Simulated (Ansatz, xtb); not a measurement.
## A geometry optimisation of CHAlO2 with r2SCAN-D4/def2-SVP

The starting geometry of this gas-phase singlet was built from a drawn formula by distance geometry and a force field; its bonds are those of `O=[C]1[O][AlH]1`.

```xyz
5

C    -0.1495   -0.0379    1.1300
Al    0.5908    0.9654   -0.0923
O    -0.5796   -1.1674    1.5007
O    -0.0129    1.4398    1.4261
H     1.1966    1.1809   -1.5585
```

**Question.** Where would you expect an optimisation with r2SCAN-D4/def2-SVP to take it?

**Answer.** It keeps its bonds, and is `O=[C]1[O][AlH]1`. Distances that change by over a tenth: C1–Al2 (1.75 → 1.94 Å), C1–O4 (1.51 → 1.36 Å).

The energy falls by 1.48 eV over 10 steps:

```
step  E − E(last) (eV)
   1             1.478
   2             0.537
   3             0.142
   4             0.034
   5             0.011
   6             0.006
   7             0.002
   8             0.001
   9             0.000
  10             0.000
```

Final geometry (Å):

```xyz
5

C    -0.1997   -0.1727    1.1326
Al    0.6247    0.7185   -0.3769
O    -0.6777   -0.9510    1.8915
O     0.0127    1.1639    1.2540
H     1.2855    1.6220   -1.4952
```

From the same start GFN2-xTB ends elsewhere, differing in C1–O4 (2.52 against 1.36 Å here).

The end wasn't checked by frequencies. Run with Ansatz 0.2.0, 8.4 s on 1 thread of AMD EPYC 9R45 96-Core Processor (Zen 5), with other jobs on the host.
